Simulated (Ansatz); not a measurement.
Input file for C$_{2}$H$_{7}$AlFN, SMILES `[CH3][Al]([NH2])[CH2]F`:

```yaml
crystal:
  periodic: [false, false, false]
  atoms:
    - {symbol: C, position_ang: [-1.196340, 1.109532, 0.925321]}
    - {symbol: Al, position_ang: [0.176261, -0.026683, 0.145321]}
    - {symbol: N, position_ang: [1.667955, -0.404171, 1.023529]}
    - {symbol: C, position_ang: [-0.003009, -0.827359, -1.664297]}
    - {symbol: F, position_ang: [-1.226345, -0.442837, -2.238905]}
    - {symbol: H, position_ang: [-0.932897, 1.463724, 1.924967]}
    - {symbol: H, position_ang: [-1.380981, 1.985442, 0.295717]}
    - {symbol: H, position_ang: [-2.148956, 0.575706, 0.997683]}
    - {symbol: H, position_ang: [2.419127, -0.982370, 0.683413]}
    - {symbol: H, position_ang: [1.889191, -0.066590, 1.946491]}
    - {symbol: H, position_ang: [0.020673, -1.924288, -1.652605]}
    - {symbol: H, position_ang: [0.792421, -0.515207, -2.352636]}
basis:
  gaussian: {orbitals: def2-SVP}
correlation: {method: ccsd_t}
```

```sh
$ ansatz run in.yaml --threads 4 --pin off --events-out ev --progress --plain --max-ram 10444MiB
```

Output of Ansatz, abridged:

```
Functional definition: HF
1089 factors; integrals over basis functions are off by at most 1.2e-3 eV
mean field evaluation 1: about -12931.9527 eV, gradient 4.2e1 eV
mean field evaluation 2: about -12932.0292 eV, gradient 4.2e1 eV
mean field evaluation 4: about -12935.9703 eV, gradient 3.3e0 eV
mean field evaluation 8: about -12936.0157 eV, gradient 1.9e-1 eV
mean field -12936.01588047 eV, -475.3898152609 hartree, gradient 1.1e-6 eV, S^2 0.000000; 0 other end points of the search recorded, 0 dependent functions left out
9 core orbitals not correlated: weight in the atoms' cores, before any rotation towards them, 1.000 or more for the frozen orbitals, at most 0.000 for the correlated occupied ones
reference -12936.01588047 eV, -475.3898152609 hartree; 15, 15 occupied and 85, 85 virtual orbitals, 1089 factors
second order -19.10107815 eV of doubles, -0.00000000 eV of singles
cycle   1  -19.90323441 eV  change   -8.0e-1 eV  update   9.2e-2
cycle   2  -20.36062650 eV  change   -4.6e-1 eV  update   2.7e-2
cycle   3  -20.46989366 eV  change   -1.1e-1 eV  update   1.4e-2
cycle   4  -20.46756194 eV  change    2.3e-3 eV  update   3.9e-3
cycle   5  -20.46597213 eV  change    1.6e-3 eV  update   1.7e-3
cycle   6  -20.46582568 eV  change    1.5e-4 eV  update   6.1e-4
cycle   7  -20.46561420 eV  change    2.1e-4 eV  update   2.0e-4
cycle   8  -20.46558506 eV  change    2.9e-5 eV  update   6.5e-5
cycle   9  -20.46559462 eV  change   -9.6e-6 eV  update   2.2e-5
perturbative correction -0.48469631 eV, -0.0178122610 hartree
Total energy: -12956.96617141 eV, -476.1597242522 hartree
```

Run time 1.7 s (4 threads of an AMD EPYC 9R45 on a shared host); peak host memory 0.54 GiB.

MP2 recovers 91.2 % of the CCSD(T) correlation energy and the triples give 2.3 %; T1 = 0.0115.
